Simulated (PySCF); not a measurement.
**Ar³⁺ (argon, charge +3) across methods**

[Ne] 3s2 3p3, high-spin 4S determinant. Calculation: PySCF 2.14, in aug-cc-pCVTZ-DK with one added diffuse shell each of s, p, d, f type (9s8p6d4f, 91 functions); scalar relativity by spin-free X2C-1e.

```csv
method,E (hartree),mean ε 3s α (eV),mean ε 3s β (eV),mean ε 3p α (eV),Σ⟨r²⟩ (bohr²),⟨S²⟩
r2SCAN,-526.2393,-68.979,-62.637,-52.406,11.99,3.750
B3LYP,-526.2847,-69.918,-64.345,-53.172,12.00,3.750
UHF,-525.67158,-80.174,-67.759,-59.226,12.07,3.751
LDA,-524.6306,-67.086,-62.904,-51.531,12.02,3.750
BP86,-526.3196,-67.365,-62.898,-51.623,11.98,3.750
wB97X-V,-526.1984,-73.258,-67.328,-56.133,12.02,3.750
TPSSh,-526.2877,-69.351,-63.320,-52.728,11.99,3.750
PBE0,-526.1159,-70.798,-64.368,-53.746,12.00,3.750
```

Question: Estimate the same row for PBE.

Answer: E (hartree) = -526.0783; mean ε 3s α (eV) = -67.357; mean ε 3s β (eV) = -62.638; mean ε 3p α (eV) = -51.617; Σ⟨r²⟩ (bohr²) = 12.00; ⟨S²⟩ = 3.750.
